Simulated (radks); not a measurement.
Task: Species: the rhodium ion Rh2+. Configuration: [Kr] 4d7. Method: Dirac Kohn-Sham, LB94 model potential, spin-unpolarised, spherical densities, finite nucleus; open shells fill j = l - 1/2 first; Fermi nuclear charge, rms radius 4.4945 fm; computed with a radial shooting solver on a logarithmic mesh with Libxc functionals.

Spin-orbit splittings of the eigenvalues, e(l+1/2) - e(l-1/2), with zeta = 2 splitting/(2l+1) and mean radii in bohr:

| shell | occ. | splitting (eV) | zeta (eV) | <r> j=l-1/2 | <r> j=l+1/2 |
|---|---|---|---|---|---|
| 2p | 6 | 146.4 | 97.61 | 0.1199 | 0.1248 |
| 3p | 6 | ? | ? | 0.3826 | 0.3933 |
| 3d | 10 | 4.991 | 1.996 | 0.3669 | 0.3703 |
| 4p | 6 | 4.055 | 2.704 | 1.053 | 1.085 |
| 4d | 7 | 0.4572 | 0.1829 | 1.429 | 1.445 |

Estimate the 3p splitting.

Result: 24.99 eV (zeta = 16.66 eV).
